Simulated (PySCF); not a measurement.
# Simulated absorption spectrum

Species: 4-fluoroanisole, C₇H₇FO.
Atom-mapped SMILES: `[CH3:1][O:2][c:3]1[cH:4][cH:5][c:6]([F:7])[cH:8][cH:9]1` (hydrogens: H10, H11, H12 on C1; H13 on C4; H14 on C5; H15 on C8; H16 on C9)

Method used: TDDFT wB97X-D/def2-SVPD, vertical, gas phase, core orbitals frozen in the response in PySCF. One conformer (not necessarily the lowest) at the GFN2-xTB geometry, without solvent, vibrations or thermal averaging. Torsions of this conformer, `[CH3:1][O:2][c:3]1[cH:4][cH:5][c:6]([F:7])[cH:8][cH:9]1`: C1–O2–C3–C4 180°.

Computed states:

```csv
state,E (eV),f
S1,5.06,0.050
S2,6.02,0.080
S3,6.73,0.010
S4,7.05,0.665
S5,7.19,0.0011
S6,7.27,0.376
S7,7.41,0.018
S8,7.56,0.0001
```

Each state is given a Gaussian of 0.25 eV full width at half maximum, with ε(max) = 2.175×10⁸ f / Δν̃ (Δν̃ the width in cm⁻¹). The width is an assumption, not a result. The curve ends short of the highest state used, and states not computed would add to its high-energy end.

(1) What does the envelope look like, and where are its maxima?

(2) Coming from long wavelengths, where does ε first pass 100 L mol⁻¹ cm⁻¹?

(3) On this curve, what absorbance would a 10⁻³ mol/L sample give at 248 nm over a 1 cm path?

Results:

(1) 
```json
{"λ (nm)": "178.3", "ε (L mol⁻¹ cm⁻¹)": "48947"}
{"λ (nm)": "181.2", "ε (L mol⁻¹ cm⁻¹)": "11669"}
{"λ (nm)": "184.2", "ε (L mol⁻¹ cm⁻¹)": "1925"}
{"λ (nm)": "187.2", "ε (L mol⁻¹ cm⁻¹)": "655"}
{"λ (nm)": "190.2", "ε (L mol⁻¹ cm⁻¹)": "139"}
{"λ (nm)": "193.1", "ε (L mol⁻¹ cm⁻¹)": "21"}
{"λ (nm)": "196.1", "ε (L mol⁻¹ cm⁻¹)": "157"}
{"λ (nm)": "199.1", "ε (L mol⁻¹ cm⁻¹)": "1328"}
{"λ (nm)": "202.1", "ε (L mol⁻¹ cm⁻¹)": "4889"}
{"λ (nm)": "205.0", "ε (L mol⁻¹ cm⁻¹)": "8336"}
{"λ (nm)": "208.0", "ε (L mol⁻¹ cm⁻¹)": "7269"}
{"λ (nm)": "211.0", "ε (L mol⁻¹ cm⁻¹)": "3333"}
{"λ (nm)": "214.0", "ε (L mol⁻¹ cm⁻¹)": "848"}
{"λ (nm)": "216.9", "ε (L mol⁻¹ cm⁻¹)": "135"}
{"λ (nm)": "219.9", "ε (L mol⁻¹ cm⁻¹)": "12"}
{"λ (nm)": "222.9", "ε (L mol⁻¹ cm⁻¹)": "1"}
{"λ (nm)": "225.9", "ε (L mol⁻¹ cm⁻¹)": "2"}
{"λ (nm)": "228.9", "ε (L mol⁻¹ cm⁻¹)": "20"}
{"λ (nm)": "231.8", "ε (L mol⁻¹ cm⁻¹)": "139"}
{"λ (nm)": "234.8", "ε (L mol⁻¹ cm⁻¹)": "646"}
{"λ (nm)": "237.8", "ε (L mol⁻¹ cm⁻¹)": "1938"}
{"λ (nm)": "240.8", "ε (L mol⁻¹ cm⁻¹)": "3871"}
{"λ (nm)": "243.7", "ε (L mol⁻¹ cm⁻¹)": "5275"}
{"λ (nm)": "246.7", "ε (L mol⁻¹ cm⁻¹)": "5141"}
{"λ (nm)": "249.7", "ε (L mol⁻¹ cm⁻¹)": "3614"}
{"λ (nm)": "252.7", "ε (L mol⁻¹ cm⁻¹)": "1875"}
{"λ (nm)": "255.6", "ε (L mol⁻¹ cm⁻¹)": "760"}
{"λ (nm)": "258.6", "ε (L mol⁻¹ cm⁻¹)": "231"}
{"λ (nm)": "261.6", "ε (L mol⁻¹ cm⁻¹)": "55"}
{"λ (nm)": "264.6", "ε (L mol⁻¹ cm⁻¹)": "10"}
```

Maxima: 245 nm (5.06 eV), ε about 5400, made up of S1 (100%); 206 nm (6.02 eV), ε about 8600, made up of S2 (100%) (ε in L mol⁻¹ cm⁻¹; maxima over ε = 5, shares over 10%). At its high-energy end, 6.96 eV, the curve is still rising (ε about 52000, from S4).

(2) At about 260 nm (4.76 eV), 0.30 eV below S1.

(3) 248 nm is 4.999 eV, where ε is about 4600 L mol⁻¹ cm⁻¹, so A = ε c l ≈ 4.6 (Beer–Lambert, with the gas-phase spectrum and the assumed width).
